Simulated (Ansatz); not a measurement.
An input meant for the cluster YO₂H (charge 0, singlet; atoms displaced at random, 0.15 Å in each coordinate; with a point charge).

```yaml
crystal:
  periodic: [false, false, false]
  atoms:
    - {symbol: Y, position_ang: [-0.623771, 0.176247, -0.266547]}
    - {symbol: O, position_ang: [1.189526, -0.388471, -0.845114]}
    - {symbol: O, position_ang: [0.879727, 0.876735, -0.765640]}
    - {symbol: H, position_ang: [-1.477165, -0.218851, 1.568382]}
basis:
  gaussian: {orbitals: def2-TZVP, point_charges: [{charge: 2.00, position_ang: [5.164, 0.245, -0.494]}]}
magnetization: {spin_polarized: true, initial_magnetization: 0}
hamiltonian: {xc: {name: M06-2X}}
scf: {lower_state_search: full}
output: {forces: true}
```

```sh
$ ansatz run in.yaml --threads 4 --pin off --events-out ev --progress --plain --max-ram 3916MiB
```

Output, abridged:

```
Error: YAML parse error: error: line 11 column 19: hamiltonian.xc: no functional is named "M06-2X"; the names, which are not case-sensitive, are SVWN5, SPW92, PBE, PBE0, PBEsol, revPBE, revPBE0, RPBE, rPW86-PBE, HSE06, wPBEh, LC-wPBE, HISS, HF, BLYP, B3LYP, B3LYP5, BHLYP, CAM-B3LYP, r2SCAN, r2SCANh, r2SCAN0, r2SCAN50, m-r2SCAN, B97, wB97, wB97X, wB97X-V, B97M-V, wB97M-V, B2PLYP, B2GP-PLYP, PBE0-DH, PBE-QIDH
 9 |   gaussian: {orbitals: def2-TZVP, point_charges: [{charge: 2.00, position_ang: [5.1…
10 | magnetization: {spin_polarized: true, initial_magnetization: 0}
11 | hamiltonian: {xc: {name: M06-2X}}
12 | scf: {lower_state_search: full}
13 | output: {forces: true}
```

(1) What is wrong with this run?

Answers

(1) The method's name isn't one that the program takes here. The input was rejected before any iteration.
